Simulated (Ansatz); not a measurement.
Species: AlCl, charge 1, doublet. AlCl+ (parent SMILES [Al][Cl], doublet).
B3LYP-D3(BJ)/def2-TZVP minimum from Ansatz (a program for electronic structure):
```
Al
Cl 1 2.0369
```
Charge +1, spin multiplicity 2.

Total energies in aug-cc-pV(Q+d)Z, 9 correlated electrons, 10 frozen orbitals. UHF or UKS for unpaired electrons; spin-orbit terms are left out. Cores are frozen in correlated methods. No relativity. The spin of AlCl+ (parent SMILES [Al][Cl], doublet) was assumed, and the state is the lowest solution found for it.

```tsv
method	program	energy (Eh)	minus CCSDT(Q) (mEh)
HF	Ansatz	-701.21663	267.87
MP2	Ansatz	-701.45362	30.88
CCSD	Ansatz	-701.47045	14.05
CCSD(T)	Ansatz	-701.48312	1.38
CCSDT(Q)	Ansatz	-701.48450	0.00
```

Rough core times of Ansatz's runs on a shared machine: CCSD(T) 2 min, CCSDT(Q) 3 h.
